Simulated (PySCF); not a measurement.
Si(F)(Br)(Me)(NH2) (CH5BrFNSi), SMILES C[Si](N)(F)Br. The structure is a stationary point at PBE-D3(BJ)/def2-SVP. This is a generated structure with no PubChem entry under its InChIKey; it may be hypothetical. One conformer was computed; it need not be the lowest.

Computed equilibrium geometry at PBE-D3(BJ)/def2-SVP (PySCF confirms it by a frequency run) as Cartesian coordinates in Å (one conformer of several):
```xyz
10

C      1.9522     0.7441     0.9313
Si     0.2962    -0.0898     0.7657
N     -0.8680     0.5720     1.8434
F      0.5354    -1.7045     0.9731
Br    -0.5429     0.1246    -1.2977
H      1.8723     1.8223     0.6929
H      2.6870     0.2808     0.2443
H      2.3377     0.6381     1.9666
H     -0.6391     0.6640     2.8365
H     -1.8598     0.3638     1.7080
```
Charge 0, spin multiplicity 1.
